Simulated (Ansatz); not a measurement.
Reaction (substitution at a C–B bond): `CC(Cl)BS` + CH₃OH → `COC(C)Cl` + `BS`

Gas-phase electronic energies from Ansatz, PBE0-D4/def2-TZVP geometries. CBS: MP2 limit from def2 TZ/QZ plus the TZ coupled-cluster correction, frozen cores. This one scheme is used for every species. DFT in def2-TZVPP. B3LYP here is the variant with VWN-RPA as its local correlation; programs differ in this. One conformer a species, not always the lowest.

`CC(Cl)BS`:

```xyz
11

C     1.237   -0.266   -0.139
C     0.026    0.539   -0.535
Cl   -0.628   -0.057   -2.121
B    -1.291    0.473    0.328
S    -1.645   -0.719    1.591
H     2.037   -0.164   -0.875
H     1.002   -1.329   -0.051
H     1.612    0.088    0.826
H     0.303    1.578   -0.728
H    -2.158    1.270    0.137
H    -0.494   -1.413    1.568
```

CH₃OH:

Z-matrix (Å, degrees):
```
C
O 1 1.409
H 1 1.097 2 112.4
H 1 1.090 2 107.0 3 -118.5
H 1 1.097 2 112.4 3 123.0
H 2 0.959 1 108.5 3 -61.6
```

`COC(C)Cl`:

Z-matrix (Å, degrees):
```
C
O 1 1.411
H 1 1.089 2 106.8
H 1 1.097 2 110.9 3 -119.1
H 1 1.094 2 110.9 3 119.4
C 2 1.366 1 114.8 3 174.4
Cl 6 1.837 2 111.2 1 69.1
C 6 1.501 2 109.5 1 -170.5
H 6 1.096 2 111.5 1 -45.0
H 8 1.092 6 109.1 2 61.0
H 8 1.089 6 110.5 2 -178.8
H 8 1.090 6 109.9 2 -58.3
```

`BS`:

```xyz
5

B    -0.338   -0.377   -0.283
S     0.971    0.801   -0.164
H    -0.518   -0.845   -1.363
H    -0.992   -0.675    0.666
H     0.878    1.096    1.144
```

```json
{"level": "PBE-D4", "ΔE (kJ/mol)": "36.7", "difference from CCSD(T)/CBS": "-3.6"}
{"level": "r2SCAN-D4", "ΔE (kJ/mol)": "32.3", "difference from CCSD(T)/CBS": "-8.0"}
{"level": "PBE0-D4", "ΔE (kJ/mol)": "39.1", "difference from CCSD(T)/CBS": "-1.2"}
{"level": "B3LYP-D4", "ΔE (kJ/mol)": "33.9", "difference from CCSD(T)/CBS": "-6.4"}
{"level": "ωB97X-V", "ΔE (kJ/mol)": "31.4", "difference from CCSD(T)/CBS": "-8.9"}
{"level": "ωB97M-V", "ΔE (kJ/mol)": "35.4", "difference from CCSD(T)/CBS": "-4.9"}
{"level": "B2PLYP", "ΔE (kJ/mol)": "33.0", "difference from CCSD(T)/CBS": "-7.3"}
{"level": "PBE", "ΔE (kJ/mol)": "34.0", "difference from CCSD(T)/CBS": "-6.3"}
{"level": "r2SCAN", "ΔE (kJ/mol)": "31.7", "difference from CCSD(T)/CBS": "-8.6"}
{"level": "PBE0", "ΔE (kJ/mol)": "36.5", "difference from CCSD(T)/CBS": "-3.8"}
{"level": "B3LYP", "ΔE (kJ/mol)": "29.3", "difference from CCSD(T)/CBS": "-11.0"}
{"level": "HF/def2-TZVPP", "ΔE (kJ/mol)": "24.8", "difference from CCSD(T)/CBS": "-15.5"}
{"level": "MP2/def2-TZVPP", "ΔE (kJ/mol)": "42.4", "difference from CCSD(T)/CBS": "2.1"}
{"level": "SCS-MP2/def2-TZVPP", "ΔE (kJ/mol)": "37.7", "difference from CCSD(T)/CBS": "-2.6"}
{"level": "CCSD/def2-TZVPP", "ΔE (kJ/mol)": "37.5", "difference from CCSD(T)/CBS": "-2.8"}
{"level": "CCSD(T)/def2-TZVPP", "ΔE (kJ/mol)": "37.5", "difference from CCSD(T)/CBS": "-2.8"}
{"level": "HF/def2-QZVPP", "ΔE (kJ/mol)": "24.8", "difference from CCSD(T)/CBS": "-15.5"}
{"level": "MP2/def2-QZVPP", "ΔE (kJ/mol)": "44.0", "difference from CCSD(T)/CBS": "3.7"}
{"level": "SCS-MP2/def2-QZVPP", "ΔE (kJ/mol)": "39.4", "difference from CCSD(T)/CBS": "-0.9"}
{"level": "HF/CBS(def2)", "ΔE (kJ/mol)": "24.8", "difference from CCSD(T)/CBS": "-15.5"}
{"level": "MP2/CBS(def2)", "ΔE (kJ/mol)": "45.2", "difference from CCSD(T)/CBS": "4.9"}
{"level": "CCSD/CBS(def2)", "ΔE (kJ/mol)": "40.3", "difference from CCSD(T)/CBS": "0.0"}
{"level": "CCSD(T)/CBS", "ΔE (kJ/mol)": "40.3", "difference from CCSD(T)/CBS": "0"}
```

Largest T1 diagnostic among the species: 0.015.

The D4 term adds +4.5 kJ/mol with B3LYP and +2.5 kJ/mol with PBE0; it sums over pairs of atoms, weighted by their polarisabilities, and B3LYP, whose exchange is more repulsive, gets the larger term. In def2-TZVPP, CCSD(T) changes the Hartree–Fock value by +12.7 kJ/mol (the triples alone add +0.0 kJ/mol) and MP2 by +17.6 kJ/mol.
